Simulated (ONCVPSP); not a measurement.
# Building the ONCV potential for Pr (Z = 59) (LDA (Perdew-Wang 92), scalar-relativistic).

| Quantity | Value |
| --- | --- |
| Element | praseodymium (Pr) |
| Generator | ONCVPSP 4.0.1 |
| Type | optimised norm-conserving Vanderbilt (ONCV) |
| Functional | LDA (Perdew-Wang 92) |
| Relativity | scalar-relativistic |
| Frozen core | [Kr] 4d10 |
| Valence charge | 13 |
| Reference configuration | 4f3 5s2 5p6 6s1 6p1 |
| Partial waves | 5s+6s: rc 2.05 bohr, ncon 4, nbas 7, qcut 5.4 1/bohr, 3 projectors, debl 2.7 Ha; 5p+6p: rc 3.40 bohr, ncon 3, nbas 6, qcut 4.9 1/bohr, 2 projectors; d scattering state at 0.41 Ha: rc 3.20 bohr, ncon 4, nbas 8, qcut 3.2 1/bohr, 2 projectors, debl 3.4 Ha; 4f: rc 1.85 bohr, ncon 3, nbas 8, qcut 7.6 1/bohr, 3 projectors, debl 0.6 Ha |
| Local potential | polynomial inside 1.30 bohr (lpopt 5, dvloc0 0 Ha) |
| Core correction | polynomial model core, fcfact 0.5 |

In the d channel the program set the typed energies aside and used -0.113, 3.287 Ha.

All-electron outer shells of the reference configuration (LDA (PZ), scalar-relativistic, ld1.x):

```
shell  level (eV)  outermost node (bohr)  outermost maximum (bohr)
   4d     -111.55                   0.30                      0.64
   5s      -40.33                   0.74                      1.35
   5p      -22.72                   0.79                      1.53
   6s       -4.27                   1.81                      3.71
   4f       -2.58                      –                      0.69
   6p       -1.83                   2.16                      5.00
```

Results:

```
Cutoffs needed             : 28 Ha and 87 Ha (the cutoffs (Ha) at which the residual kinetic energy of the hardest occupied pseudo-wave falls to 1 and 0.1 mHa per electron)
Ghost test                 : no bound ghost flagged; GHOST(+) flagged for s at 42.7 eV, f at 67.4 eV, d at 75.1 eV
Configuration tests        : tests left out (the all-electron energies of this program are off by 10 to 40 meV for near-neutral 4f atoms)
rms error of d²Exc/dni dnj : 7.04 mHa without and 2.66 mHa with the model core
```

Generation and tests took about 6.2 s on one core of a shared server CPU.
